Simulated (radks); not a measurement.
Results of a calculation; reference values are marked as such.
Code: a radial shooting solver on a logarithmic mesh with Libxc functionals. Model: scalar-relativistic Kohn-Sham, PBEsol, spin-polarised, spherical densities, finite nucleus; open shells are filled with parallel spins first; Fermi nuclear charge, rms radius of each element as measured or else 0.836 A^(1/3) + 0.57 fm. Each species is in its NIST ground configuration. Rank Ne4+, F4+, O4+, N4+, C4+ by mean radius of the outermost orbital (bohr), largest first.

Answer. N4+ 1.05, O4+ 0.932, F4+ 0.845, Ne4+ 0.773, C4+ 0.268.
